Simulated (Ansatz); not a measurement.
Steps of a relaxation of C$_{2}$H$_{7}$FOSeSi (`CO[Si](C)(F)[SeH]`) with RKS PBE0-D4/def2-TZVP.

```sh
$ ansatz run in.yaml --threads 2 --pin off --events-out ev --progress --plain --max-ram 32768MiB --backend cuda --devices 0, --max-vram 18GiB
```

```yaml
crystal:
  periodic: [false, false, false]
  atoms:
    - {symbol: C, position_ang: [1.172100, -1.748050, -0.625940]}
    - {symbol: O, position_ang: [1.054480, -0.763470, 0.358310]}
    - {symbol: Si, position_ang: [-0.168930, 0.221510, 0.697480]}
    - {symbol: C, position_ang: [-0.165920, 1.892740, -0.192680]}
    - {symbol: F, position_ang: [0.074320, 0.494370, 2.260750]}
    - {symbol: Se, position_ang: [-2.126010, -0.918140, 0.396310]}
    - {symbol: H, position_ang: [1.916770, -2.469020, -0.289070]}
    - {symbol: H, position_ang: [0.218690, -2.262650, -0.782240]}
    - {symbol: H, position_ang: [1.495150, -1.303780, -1.569890]}
    - {symbol: H, position_ang: [-0.863080, 2.577400, 0.280060]}
    - {symbol: H, position_ang: [-0.446310, 1.802180, -1.237820]}
    - {symbol: H, position_ang: [0.821310, 2.341290, -0.145360]}
    - {symbol: H, position_ang: [-2.982580, 0.135610, 0.850100]}
basis:
  gaussian: {orbitals: def2-TZVP}
hamiltonian: {xc: pbe0, dispersion: d4}
relax: {f_tol: 0.005, max_steps: 150}
```

Positions (Å) and forces (eV/Å) along the path, 12 of 20 steps:

```xyz
13
step=1 energy=-80168.4292 eV
C     1.172   -1.748   -0.626   -0.031   -0.111   -0.143
O     1.054   -0.763    0.358    0.169   -0.012   -0.121
Si   -0.169    0.222    0.697   -0.251    1.006    0.511
C    -0.166    1.893   -0.193    0.056   -0.753    0.362
F     0.074    0.494    2.261   -0.251    0.191   -0.354
Se   -2.126   -0.918    0.396    0.555   -0.805   -0.312
H     1.917   -2.469   -0.289    0.013   -0.069   -0.081
H     0.219   -2.263   -0.782    0.048   -0.100   -0.079
H     1.495   -1.304   -1.570    0.039   -0.077   -0.098
H    -0.863    2.577    0.280   -0.191    0.082    0.154
H    -0.446    1.802   -1.238   -0.062   -0.146   -0.163
H     0.821    2.341   -0.145    0.268    0.060    0.071
H    -2.983    0.136    0.850   -0.363    0.733    0.253
13
step=3 energy=-80168.5129 eV
C     1.164   -1.735   -0.640   -0.021   -0.023   -0.012
O     1.053   -0.747    0.355    0.096   -0.091   -0.155
Si   -0.176    0.237    0.726    0.037    0.129    0.265
C    -0.172    1.856   -0.171    0.001   -0.110    0.038
F     0.045    0.562    2.275   -0.125    0.008   -0.167
Se   -2.101   -0.936    0.401   -0.093    0.113    0.100
H     1.921   -2.454   -0.327    0.010    0.010    0.004
H     0.220   -2.271   -0.790    0.004    0.011    0.003
H     1.468   -1.297   -1.596   -0.001    0.020    0.005
H    -0.907    2.535    0.267    0.008   -0.001   -0.028
H    -0.416    1.714   -1.226    0.019    0.020    0.015
H     0.816    2.317   -0.092   -0.011    0.021    0.001
H    -2.915    0.221    0.819    0.075   -0.106   -0.069
13
step=4 energy=-80168.5075 eV rejected
C     1.143   -1.736   -0.656    0.061    0.174    0.074
O     1.070   -0.741    0.338   -0.109    0.115    0.156
Si   -0.144    0.245    0.788   -0.136   -0.486   -0.837
C    -0.165    1.839   -0.147    0.017    0.288   -0.012
F     0.068    0.544    2.320    0.125    0.154    0.478
Se   -2.087   -0.943    0.478    0.166    0.115    0.066
H     1.935   -2.431   -0.375    0.000   -0.038   -0.023
H     0.204   -2.288   -0.752   -0.039   -0.017   -0.010
H     1.392   -1.290   -1.624   -0.023   -0.032   -0.011
H    -0.964    2.502    0.201    0.034   -0.078    0.026
H    -0.335    1.656   -1.211    0.005   -0.078    0.030
H     0.782    2.384   -0.048   -0.071   -0.139    0.067
H    -2.900    0.259    0.689   -0.030    0.023   -0.003
13
step=8 energy=-80168.5278 eV
C     1.138   -1.717   -0.661    0.026   -0.027   -0.044
O     1.059   -0.766    0.371    0.042   -0.046    0.058
Si   -0.154    0.225    0.784   -0.044    0.165    0.030
C    -0.171    1.819   -0.158    0.024   -0.130    0.030
F     0.109    0.597    2.312   -0.003   -0.049   -0.067
Se   -2.095   -0.947    0.574   -0.088    0.102    0.019
H     1.940   -2.416   -0.419   -0.001    0.012   -0.002
H     0.205   -2.280   -0.769   -0.011    0.007    0.004
H     1.366   -1.239   -1.618    0.001    0.008    0.000
H    -0.995    2.460    0.162   -0.015    0.020    0.009
H    -0.270    1.635   -1.229    0.001    0.015    0.000
H     0.769    2.345    0.027   -0.007    0.028   -0.025
H    -2.900    0.286    0.623    0.077   -0.105   -0.011
13
step=9 energy=-80168.5295 eV
C     1.138   -1.711   -0.664    0.004   -0.001   -0.040
O     1.054   -0.779    0.387    0.050   -0.050    0.039
Si   -0.155    0.220    0.794   -0.033    0.079    0.068
C    -0.174    1.806   -0.159    0.005   -0.068   -0.001
F     0.114    0.597    2.319    0.018   -0.023   -0.064
Se   -2.103   -0.947    0.619   -0.089    0.179   -0.014
H     1.938   -2.415   -0.431   -0.005    0.016   -0.001
H     0.204   -2.268   -0.787    0.000    0.008    0.003
H     1.372   -1.213   -1.611    0.002    0.000    0.012
H    -1.001    2.447    0.153    0.008    0.000   -0.002
H    -0.268    1.616   -1.231   -0.004    0.012    0.020
H     0.763    2.340    0.022   -0.019    0.003   -0.017
H    -2.882    0.307    0.589    0.065   -0.156   -0.004
13
step=10 energy=-80168.5286 eV rejected
C     1.145   -1.692   -0.670   -0.057    0.075   -0.038
O     1.052   -0.812    0.429   -0.019   -0.107   -0.033
Si   -0.145    0.209    0.826   -0.078    0.063    0.057
C    -0.176    1.769   -0.162    0.025    0.096   -0.059
F     0.151    0.604    2.341    0.032   -0.015   -0.054
Se   -2.126   -0.915    0.705   -0.209    0.304   -0.073
H     1.931   -2.418   -0.458   -0.020    0.036   -0.005
H     0.203   -2.227   -0.839    0.060    0.039    0.017
H     1.404   -1.148   -1.588   -0.011   -0.046    0.094
H    -1.000    2.417    0.151    0.044   -0.046   -0.015
H    -0.288    1.560   -1.229   -0.009   -0.004    0.059
H     0.761    2.317   -0.013   -0.043   -0.039   -0.005
H    -2.912    0.334    0.507    0.284   -0.355    0.057
13
step=12 energy=-80168.5375 eV
C     1.139   -1.673   -0.669   -0.045    0.115    0.017
O     1.031   -0.838    0.468   -0.007   -0.100   -0.131
Si   -0.153    0.208    0.843    0.004   -0.071    0.017
C    -0.173    1.752   -0.171    0.016    0.063   -0.038
F     0.158    0.618    2.349   -0.012    0.007   -0.020
Se   -2.129   -0.921    0.717   -0.046    0.130   -0.009
H     1.910   -2.417   -0.465   -0.014    0.025   -0.020
H     0.195   -2.190   -0.883    0.077    0.065    0.033
H     1.431   -1.094   -1.556   -0.028   -0.067    0.114
H    -0.980    2.417    0.147    0.011   -0.016   -0.005
H    -0.314    1.527   -1.231   -0.003   -0.007    0.026
H     0.773    2.288   -0.050   -0.020   -0.030    0.000
H    -2.888    0.324    0.502    0.066   -0.114    0.015
13
step=13 energy=-80168.5406 eV
C     1.137   -1.650   -0.668   -0.022    0.003   -0.020
O     1.024   -0.857    0.493   -0.006   -0.028   -0.027
Si   -0.157    0.197    0.854    0.013    0.017    0.033
C    -0.167    1.728   -0.180   -0.003    0.053   -0.027
F     0.154    0.626    2.354   -0.009    0.001    0.005
Se   -2.140   -0.917    0.743   -0.037    0.055   -0.007
H     1.903   -2.406   -0.486   -0.007    0.014   -0.012
H     0.193   -2.152   -0.904    0.039    0.018   -0.004
H     1.439   -1.046   -1.532   -0.010   -0.023    0.045
H    -0.967    2.403    0.133    0.006   -0.011   -0.002
H    -0.315    1.491   -1.236    0.001   -0.009    0.008
H     0.784    2.256   -0.069   -0.006   -0.024    0.000
H    -2.887    0.327    0.499    0.042   -0.066    0.009
13
step=17 energy=-80168.5426 eV
C     1.138   -1.616   -0.669    0.007    0.002   -0.001
O     0.997   -0.890    0.531   -0.005   -0.003    0.001
Si   -0.169    0.188    0.877    0.011    0.001    0.005
C    -0.159    1.693   -0.196   -0.008    0.004   -0.001
F     0.147    0.639    2.369   -0.001   -0.002   -0.004
Se   -2.161   -0.912    0.788   -0.002   -0.004    0.001
H     1.894   -2.387   -0.511   -0.003    0.001    0.000
H     0.199   -2.097   -0.961    0.000    0.001    0.001
H     1.469   -0.966   -1.486   -0.001   -0.001    0.001
H    -0.930    2.400    0.118    0.000    0.001   -0.002
H    -0.339    1.432   -1.241    0.002   -0.001    0.001
H     0.812    2.191   -0.121    0.001   -0.002    0.000
H    -2.898    0.325    0.501    0.000    0.003   -0.001
13
step=18 energy=-80168.5426 eV rejected
C     1.138   -1.615   -0.670   -0.003   -0.004   -0.001
O     0.996   -0.893    0.534    0.005    0.007   -0.003
Si   -0.168    0.187    0.878   -0.024    0.003    0.001
C    -0.160    1.692   -0.196    0.011   -0.008    0.000
F     0.149    0.639    2.370    0.004    0.001    0.004
Se   -2.162   -0.910    0.792    0.002    0.000    0.001
H     1.892   -2.387   -0.512    0.001    0.000    0.000
H     0.199   -2.093   -0.965    0.001    0.001    0.000
H     1.472   -0.962   -1.483    0.001    0.002    0.000
H    -0.931    2.400    0.114    0.001   -0.007    0.004
H    -0.338    1.428   -1.241    0.000    0.001   -0.002
H     0.811    2.189   -0.121    0.000    0.004   -0.003
H    -2.896    0.326    0.500    0.000    0.000    0.000
13
step=19 energy=-80168.5426 eV
C     1.138   -1.615   -0.669    0.000    0.000    0.000
O     0.996   -0.892    0.532    0.000    0.000    0.000
Si   -0.169    0.187    0.878    0.000    0.001    0.001
C    -0.159    1.692   -0.196   -0.001   -0.001    0.000
F     0.148    0.639    2.369    0.000   -0.001    0.000
Se   -2.162   -0.911    0.790    0.000    0.000    0.001
H     1.893   -2.386   -0.511    0.000    0.000    0.000
H     0.199   -2.095   -0.963    0.000    0.000   -0.001
H     1.470   -0.964   -1.485    0.000    0.001    0.001
H    -0.930    2.400    0.116    0.000    0.000    0.000
H    -0.339    1.430   -1.241    0.000    0.000    0.000
H     0.811    2.190   -0.121    0.000    0.000    0.000
H    -2.897    0.326    0.500    0.000    0.001   -0.001
13
step=20 energy=-80168.5426 eV
C     1.139   -1.613   -0.670   -0.002    0.002    0.001
O     0.995   -0.894    0.535    0.002    0.000   -0.001
Si   -0.170    0.187    0.879   -0.004    0.000   -0.002
C    -0.159    1.690   -0.197    0.003   -0.003    0.001
F     0.148    0.639    2.370    0.001    0.000    0.001
Se   -2.163   -0.910    0.793    0.002   -0.002    0.001
H     1.892   -2.386   -0.513    0.000   -0.001    0.000
H     0.199   -2.091   -0.967    0.000    0.001    0.000
H     1.473   -0.960   -1.482    0.000    0.000    0.000
H    -0.929    2.399    0.115    0.000   -0.001    0.000
H    -0.340    1.425   -1.241    0.000    0.000    0.000
H     0.812    2.186   -0.124   -0.001    0.001    0.000
H    -2.897    0.326    0.501   -0.001    0.003   -0.001
```

It took 66 s on 2 threads of an AMD EPYC 7R13 on a shared host and a share of an NVIDIA H100 80 GB, with 0.94 GiB of host memory at the peak.
